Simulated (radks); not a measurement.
Ga VIII, 24 electrons, occupied as [Ar] 3d6 (the NIST ground configuration). All-electron calculation, scalar-relativistic Kohn-Sham, BLYP, spin-polarised, spherical densities, finite nucleus; open shells are filled with parallel spins first; Fermi nuclear charge, rms radius 3.9973 fm. Program: a radial shooting solver on a logarithmic mesh with Libxc functionals.

Normalised radial functions P(r) = r R(r), r in bohr:

r,3s up
0.00229,0.0992
0.002888,0.1220
0.003642,0.1492
0.004593,0.1813
0.005793,0.2185
0.007306,0.2604
0.009213,0.3060
0.01162,0.3529
0.01454,0.3956
0.01833,0.4307
0.02312,0.4474
0.02916,0.4332
0.03677,0.3737
0.04637,0.2553
0.05848,0.0708
0.07375,-0.1722
0.093,-0.4414
0.1164,-0.6664
0.1467,-0.7763
0.1851,-0.6708
0.2334,-0.3047
0.2943,0.2701
0.3712,0.8875
0.4681,1.3223
0.5903,1.4111
0.7444,1.1625
0.9314,0.7603
1.175,0.3746
1.481,0.1344
1.868,0.0329
2.356,0.0050

3s up: eigenvalue -294.11 eV, 2 radial nodes at r = 0.0629, 0.266 bohr, <r> = 0.626 bohr, 90 % of the charge inside 0.928 bohr.
